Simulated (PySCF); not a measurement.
TeF₃, doublet: structure and spectrum

All numbers come from UPBE in PySCF with Te def2-SVP with ECP28, F def2-SVP; scalar-relativistic core potentials, no spin–orbit coupling; density-fitted integrals.

The structure is a minimum.

```xyz
4
charge 0 multiplicity 2, angstrom
Te    0.0000    0.0000   -0.2244
F     0.0000    0.0000    1.7113
F     1.9917    0.0000   -0.0863
F    -1.9917    0.0000   -0.0863
```

| Property | Result |
| --- | --- |
| Point group | C2v |
| Bond lengths | Te–F 1.936 Å, Te–F 1.996 Å (×2) |
| Bond angles | F–Te–F 86.0° (×2), F–Te–F 172.1° |
| Enthalpy at 298.15 K above 0 K | 16.46 kJ/mol |
| Atomisation energy without zero-point energy | 1110 kJ/mol |
| Principal polarisabilities | 21.6, 29.9, 43.5 bohr³ |
| Rotational symmetry number | 2 |
| Zero-point energy | 13.1 kJ/mol |
| Highest occupied level (α) | -6.37 eV |
| Principal quadrupole moments (Buckingham, traceless) about the centre of mass | -10.19, 3.34, 6.85 D Å |
| Entropy at 298.15 K and 1 bar (electronic part: spin only) | 329.4 J/(mol K) |
| Heat capacity Cp at 298.15 K | 70.3 J/(mol K) |
| Dipole moment | 2.31 D |
| Rotational constants | 0.2699, 0.1118, 0.07907 cm⁻¹ |
| Lowest empty level (β) | -5.44 eV |
| Spin squared ⟨S²⟩ | 0.751 |

Harmonic modes (masses in u: Te 129.906, F 18.998):
| symmetry | ω (cm⁻¹) | IR (km/mol) | type |
| --- | --- | --- | --- |
| b1 | 39 | 9.7 | bend |
| a1 | 154 | 12.2 | bend |
| b2 | 250 | 5.0 | bend |
| a1 | 546 | 0.3 | stretch |
| b2 | 576 | 139 | stretch |
| a1 | 625 | 38.6 | stretch |

In C2v the vibrations span b1 + 3a1 + 2b2. Here b1 is antisymmetric to the molecular plane and b2 lies in it.

Charges (e):
```json
{"atom": "Te1", "Mulliken": "1.07", "Löwdin": "0.90", "polar tensor": "1.46", "spin (Mulliken)": "0.74", "Mayer order to Te1": "–"}
{"atom": "F2", "Mulliken": "-0.33", "Löwdin": "-0.27", "polar tensor": "-0.42", "spin (Mulliken)": "0.06", "Mayer order to Te1": "0.96"}
{"atom": "F3,4", "Mulliken": "-0.37", "Löwdin": "-0.32", "polar tensor": "-0.52", "spin (Mulliken)": "0.10", "Mayer order to Te1": "0.94"}
```

Mulliken populations on Te1 (electrons outside its core potential): s 3.95, p 8.58, d 10.39.

Only a few start shapes were tried, so a lower isomer may exist. Spin–orbit coupling, left out here, can matter for elements this heavy.

The final relaxation and frequency run took of the order of 4 core-minutes on a shared host.
